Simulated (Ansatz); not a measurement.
Cost and result for the atomization energy of C2H5AlBClO (11 atoms, 10 bonds).

```xyz
11

C    -0.796    0.562    0.887
C    -1.148   -0.202   -0.349
Cl   -2.896   -0.381   -0.443
B    -0.344   -0.769   -1.407
Al    1.485   -0.308   -0.698
O     2.932    0.168   -0.017
H    -1.143    0.052    1.791
H     0.293    0.712    1.008
H    -1.241    1.562    0.881
H    -0.620   -1.372   -2.392
H     3.479   -0.023    0.739
```

The species carries charge 0 and has multiplicity 1. The bonds changed during the relaxation, so this is another structure than the one it started from. All single points use the PBE0-D4/def2-TZVP geometry. It is one conformer, not always the lowest. Program: Ansatz. All runs use 4 threads of an Arm Neoverse V1 on a shared host. Times are those of one run each, without the atoms' runs, and a repeat can differ threefold. Electronic energies, without spin–orbit coupling; frozen cores. CCSD(T)/CBS adds CCSD(T) − MP2 in def2-TZVPP to the MP2 limit, and its time is that of the two runs behind it. T1 = 0.013; the RHF reference is unstable towards UHF. B3LYP takes the VWN-RPA correlation (the form of Gaussian; ORCA's B3LYP/G).

CCSD(T)/CBS is a level of theory with its own doubt, some kJ/mol a heavy atom from the limit and from the frozen cores, so smaller differences don't rank the functionals.

```
                             level  functions  wall time  atomization (kcal/mol)  difference from CCSD(T)/CBS  per bond
   PBE-D4/def2-TZVPP (with forces)        278      3.1 s                   995.8                         31.6       3.2
                PBE0-D4/def2-TZVPP        278        4 s                   973.3                          9.1       0.9
r2SCAN-D4/def2-TZVPP (with forces)        278        6 s                   976.1                         11.9       1.2
 B3LYP-D4/def2-TZVPP (with forces)        278      6.5 s                   964.1                         -0.1       0.0
                 B2PLYP/def2-TZVPP        278      8.5 s                   954.9                         -9.3      -0.9
                ωB97X-V/def2-TZVPP        278       10 s                   963.9                         -0.3       0.0
  ωB97M-V/def2-TZVPP (with forces)        278       15 s                   970.0                          5.8       0.6
                    MP2/def2-QZVPP        518       31 s                   982.0                         17.8       1.8
                CCSD(T)/def2-TZVPP        278    3.5 min                   938.1                        -26.1      -2.6
                 CCSD(T)/CBS(def2)          –      4 min                   964.2                          0.0       0.0
```

The D4 term adds +10.8 kcal/mol with B3LYP and +5.7 kcal/mol with PBE0; it sums over pairs of atoms, weighted by their polarisabilities, and B3LYP, whose exchange is more repulsive, gets the larger term. In def2-TZVPP, CCSD(T) changes the Hartree–Fock value by +247.6 kcal/mol (the triples alone add +19.7 kcal/mol) and MP2 by +276.1 kcal/mol; breaking electron pairs costs correlation energy, which Hartree–Fock lacks. From PBE to PBE0 (25 % exact exchange), in def2-TZVPP and without D4, the atomization energy moves by −21.6 kcal/mol: exact exchange takes away binding that semilocal exchange gives to molecules.
